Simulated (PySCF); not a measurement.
Zn(Cl)(SH) (ClHSZn), SMILES [SH][Zn][Cl]. Atoms are numbered in the order given.

```xyz
4

Zn    -0.0100    -0.0165     0.0000
Cl     0.0108    -2.1277     0.0000
S     -0.0721     2.1506     0.0000
H      1.2696     2.2572     0.0000
```

Geometry optimised at B3LYP-D3(BJ)/def2-TZVP. The values are those of a single conformer.

Method: B3LYP/def2-TZVPD run with PySCF.

Symmetry labels are those of the subgroup Cs that the program uses (full group Cs).

### Question
List the valence orbital energies around the gap with their symmetry. (Estimate from the structure and the level; the computed values follow.)

### Answer

| orbital | symmetry | energy (eV) |
|---|---|---|
| HOMO−7 | A" | -15.22 |
| HOMO−6 | A' | -15.21 |
| HOMO−5 | A' | -11.39 |
| HOMO−4 | A' | -10.50 |
| HOMO−3 | A' | -9.03 |
| HOMO−2 | A" | -8.86 |
| HOMO−1 | A' | -8.82 |
| HOMO | A" | -7.54 |
| LUMO | A' | -1.80 |
| LUMO+1 | A' | -1.01 |
| LUMO+2 | A" | -0.58 |
| LUMO+3 | A' | -0.14 |
